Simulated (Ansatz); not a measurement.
Consider the formal exchange of groups at the Al–Te bond: `CB[Te][AlH2]` + `C=[CH][GeH3]` → `C=[C]([AlH2])[GeH3]` + `CB[TeH]`.

Isolated molecules relaxed with PBE0-D4/def2-TZVP in Ansatz; ΔE leaves out vibrations. CBS: MP2 limit from def2 TZ/QZ plus the TZ coupled-cluster correction, frozen cores. Functionals use def2-TZVPP. B3LYP here is the variant with VWN-RPA as its local correlation; programs differ in this. Elements past krypton have def2 core potentials. For Ge, Te outer-core shells are correlated without core-valence functions, which leaves a few kJ/mol of doubt a bond. Scalar relativity is left out up to krypton. One conformer a species, not always the lowest.

(1) Is it downhill or uphill in electronic energy at CCSD(T)/CBS, and by how much? (Estimate.)

(2) What do these levels give: r2SCAN-D4, PBE0-D4, ωB97X-V, r2SCAN, PBE0, B3LYP, MP2/def2-TZVPP, SCS-MP2/def2-TZVPP, CCSD(T)/def2-TZVPP, MP2/def2-QZVPP, HF/CBS(def2), MP2/CBS(def2)? (Best estimate.)

Largest T1 diagnostic among the species: 0.013.

Results:

(1) Computed: Uphill: ΔE = +96.0 kJ/mol.

(2) Ansatz gave: r2SCAN-D4 95.0, PBE0-D4 98.3, ωB97X-V 92.6, r2SCAN 95.2, PBE0 98.7, B3LYP 92.5, MP2/def2-TZVPP 97.2, SCS-MP2/def2-TZVPP 94.3, CCSD(T)/def2-TZVPP 91.8, MP2/def2-QZVPP 99.3, HF/CBS(def2) 100.6, MP2/CBS(def2) 101.3 kJ/mol.

In def2-TZVPP, CCSD(T) changes the Hartree–Fock value by −9.5 kJ/mol (the triples alone add −1.0 kJ/mol) and MP2 by −4.1 kJ/mol. From PBE to PBE0 (25 % exact exchange), in def2-TZVPP and without D4, ΔE moves by +4.0 kJ/mol.
